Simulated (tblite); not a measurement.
Cl6OSi2, charge +1, doublet, geometry from GFN2-xTB (a state made from the parent by changing its charge; the spin is typed, not shown lowest); tblite with GFN1-xTB.

Input for tblite:
```
$ tblite run mol.xyz --method gfn1 --charge 1 --spin 1 --json tblite.json --no-restart

# file mol.xyz
9

Cl     2.32079976     0.13500470    -1.77481537
Si     1.57674114     0.40439766     0.06688986
Cl     2.42962633    -0.81594192     1.40906425
Cl     1.65696001     2.32428365     0.63757071
O      0.00000000     0.00000000     0.00000000
Si    -1.57674114    -0.40439766    -0.06688986
Cl    -2.25203403     0.19739104    -1.85571735
Cl    -2.48361902     0.55495521     1.44151609
Cl    -1.67173305    -2.39569269     0.14238167
```

Q: What does tblite print? Leave out banner, timings and long lists.

A: 
```
xTB calculator
 | screened Coulomb repulsion
 | Coulomb electrostatics
 |  * isotropic Klopman-Ohno-Mataga-Nishimoto electrostatics
 |  * onsite third-order electrostatics
 | DFT-D3(BJ) dispersion correction

halogen bonding energy    0.0000000000000E+00 Eh
repulsion energy          1.2511287616944E-01 Eh
dispersion energy        -8.4871143058184E-03 Eh
number of electrons       5.5000000000000E+01 e
integral cutoff           2.8146159136829E+01 bohr

------------------------------------------------------------
  cycle        total energy    energy error   density error
------------------------------------------------------------
      1     -33.77619930386  -3.3892825E+01   5.8344091E-01
      2     -33.95507489181  -1.7887559E-01   3.1744267E-01
      3     -33.94632601151   8.7488803E-03   9.9829103E-02
      4     -33.95116563103  -4.8396195E-03   4.3838368E-02
      5     -33.95986301677  -8.6973857E-03   6.1713439E-03
      6     -33.95983545182   2.7564955E-05   2.8434958E-03
      7     -33.95985993915  -2.4487335E-05   1.6767162E-03
      8     -33.95986971408  -9.7749255E-06   3.6318063E-04
      9     -33.95987027314  -5.5905701E-07   2.7449340E-05
     10     -33.95987027278   3.5240078E-10   2.0979069E-05
     11     -33.95987027465  -1.8634836E-09   1.0707917E-06
------------------------------------------------------------

electronic energy        -3.4076496036511E+01 Eh
total energy             -3.3959870274647E+01 Eh

Post processing:
 | Mayer-Wiberg bond orders

[Info] JSON dump of results written to 'tblite.json'
```
